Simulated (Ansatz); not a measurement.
```xyz
10

S    -1.373    1.174   -1.804
Si   -0.531    0.270   -0.042
Zn   -2.128    0.425    1.707
N     0.388   -1.189   -0.258
Si    1.677   -0.105    0.139
H    -0.237    1.207   -2.523
H    -3.123    0.523    2.897
H     0.249   -2.144   -0.544
H     2.445   -0.388    1.382
H     2.634    0.226   -0.953
```

Charge 0, multiplicity 1.

(1) List the PBE0/def2-TZVPP orbital energies in eV (the Gaussian-basis code of Ansatz). (Best estimate.)

Answers

(1) The calculation gave: Occupied: -9459.40, -2422.19, -1803.09, -1802.72, -1152.93, -1015.26, -1015.26, -1015.20, -390.93, -217.55, -161.38, -161.30, -161.20, -145.30, -145.00, -133.64, -99.98, -99.96, -99.93, -99.68, -99.65, -99.63, -89.45, -89.44, -89.29, -23.58, -20.24, -15.91, -14.97, -14.71, -14.71, -14.60, -14.59, -13.64, -12.32, -10.80, -10.45, -9.60, -9.37, -8.52, -7.62, -7.14, -6.51. Lowest empty: -1.49, -1.24, -0.51, 0.43, 0.77, 1.03, 1.28, 1.99.
